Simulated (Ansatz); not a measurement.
System: CH$_{2}$N, charge 0, doublet. CH2N (SMILES [N]=C, doublet).
B3LYP-D3(BJ)/def2-TZVP minimum from Ansatz (a quantum-chemistry and plane-wave program):
```xyz
4

N      0.6782     0.2132     0.1933
C     -0.4611    -0.1449    -0.1314
H     -0.6437    -1.1146    -0.6137
H     -1.3376     0.4917     0.0492
```
Charge 0, spin multiplicity 2.

Property: atomisation energy (electronic, to ground-state atoms), in kJ/mol. UHF or UKS for unpaired electrons; spin-orbit terms are left out. CBS(X,Y): correlation extrapolated as X^-3, Hartree-Fock from the larger set (Q,5: extrapolated as (X+1)exp(-9√X)). A bracket is a step between two methods taken in the basis named. The functionals are non-relativistic, so their misses hold any scalar relativity. Double hybrids freeze cores in their MP2 part. 'core' is core correlation in cc-pwCVTZ, 'X2C' scalar relativity in cc-pVTZ-DK, both at CCSD(T). For partners of very few electrons the exact lower level stands in for a higher one. The UHF reference of CH2N (C=[N], doublet) is spin-contaminated (<S^2> up to 0.18 over the pure value in the sets run).

CCSD(T)/CBS(cc-pVQZ,cc-pV5Z) + [CCSDT(Q) - CCSD(T)]/cc-pVTZ + [CCSDTQ - CCSDT(Q)]/cc-pVDZ + core + X2C (Ansatz) gives 1436.8 kJ/mol.

How far off this value is PBE/def2-TZVPD (Ansatz), in which direction, and which of these levels come nearer: r2SCAN/def2-TZVPD, B3LYP/def2-TZVPD, PBE0/def2-TZVPD, wB97M-V/def2-TZVPD, B2PLYP/def2-TZVPD, CCSD(T)/CBS(cc-pVQZ,cc-pV5Z) + core + X2C?

PBE gives 1503.3 kJ/mol, 66.5 kJ/mol above it. Differences of the others: r2SCAN/def2-TZVPD (Ansatz) 7.5; B3LYP/def2-TZVPD (Ansatz) 20.7; PBE0/def2-TZVPD (Ansatz) 13.7; wB97M-V/def2-TZVPD (Ansatz) 9.0; B2PLYP/def2-TZVPD (Ansatz) -5.5; CCSD(T)/CBS(cc-pVQZ,cc-pV5Z) + core + X2C (Ansatz) -2.8 kJ/mol. Nearer than PBE: r2SCAN/def2-TZVPD, B3LYP/def2-TZVPD, PBE0/def2-TZVPD, wB97M-V/def2-TZVPD, B2PLYP/def2-TZVPD, CCSD(T)/CBS(cc-pVQZ,cc-pV5Z) + core + X2C.
